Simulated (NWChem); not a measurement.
## Correlation energy of H$_{2}$Be

```xyz
3

Be     0.0000     0.0000     0.0000
H      0.0000     0.0000     1.3442
H      0.0000     0.0000    -1.3442
```
Charge 0, spin multiplicity 1.

Everything below was run with NWChem. The geometry was optimised at PBE/def2-SVP, a minimum by its harmonic frequencies.

Basis set: 3-21G. Each correlation energy counts from its own Hartree-Fock reference.

The correlated methods keep 1 core orbital frozen. The structure started from a generated list of species. No row is a measurement; the coupled-cluster row has its own basis-set and correlation limits.

Question: For the correlation energy, MP2 gives -28.2 mHa and SCS-MP2 gives -33.4 mHa. What do CCSD+T(CCSD), CR-CCSD[T], CCSD give?

Answer: CCSD+T(CCSD): -39.7 mHa; CR-CCSD[T]: -39.7 mHa; CCSD: -39.4 mHa.
